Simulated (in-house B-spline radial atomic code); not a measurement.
The numbers below are computed, except where a source is named.
**Se in an electron gas of r_s = 4: phase shifts, screening and friction**

A nucleus sits in a uniform electron gas with a rigid positive background. The Kohn-Sham equations are solved self-consistently in the spin-unpolarised LDA (PW92), non-relativistic, on B-splines with outgoing waves at the boundary and partial waves to l = 8. The model has no lattice, no bands and no magnetic solution. Atomic units; δ_l are the phase shifts at the Fermi level, counted so that each bound state adds π, and good to about 0.0005.

The density parameter is r_s = 4 bohr.

```json
{"l": "0", "δ_l (rad)": "11.4094"}
{"l": "1", "δ_l (rad)": "8.6774"}
{"l": "2", "δ_l (rad)": "3.1830"}
{"l": "3", "δ_l (rad)": "0.0079"}
{"l": "4", "δ_l (rad)": "0.0000"}
{"l": "5", "δ_l (rad)": "0.0001"}
{"l": "6", "δ_l (rad)": "0.0001"}
{"l": "7", "δ_l (rad)": "0.0002"}
{"l": "8", "δ_l (rad)": "0.0002"}
```

Bound levels below the band bottom (hartree): s -7.226, p -5.232, d -1.691, s -0.3368, p -0.001664 and deeper ones.

Check the Friedel sum rule, and say where the screening charge sits.

k_F = (9π/4)^(1/3)/r_s = 0.47979. The rule is Z = (2/π) Σ (2l + 1) δ_l. The terms are s 7.263, p 16.573, d 10.132, f 0.035 and 0.006 beyond, in all 34.009 against Z = 34. Bound states hold 8 s, 18 p, 10 d electrons, so the scattering states carry -1.99 in all; where a term is smaller than its bound count, the bound level has drawn weight out of the band.

Find the transport cross section and the electronic stopping of a 10 keV Se ion (mass 78.97 u).

σ_tr = (4π/k_F²) Σ (l + 1) sin²(δ_l − δ_(l+1)). The terms for l = 0 to 3 are 0.1586, 1.0068, 0.0034, 0.0002, all together 1.1690, so σ_tr = 54.589 × 1.1690 = 63.814 bohr². With n = 3/(4π r_s³) = 0.00373, the friction coefficient is Q = n k_F σ_tr = 0.1142. For v well below v_F = 0.480, dE/dx = Q v; with 24801 eV per u at v = 1, v = √(10000/(24801 × 78.97)) = 0.0715, so dE/dx = 0.00816 hartree/bohr = 4.2 eV/nm. The largest term couples the p and d waves.
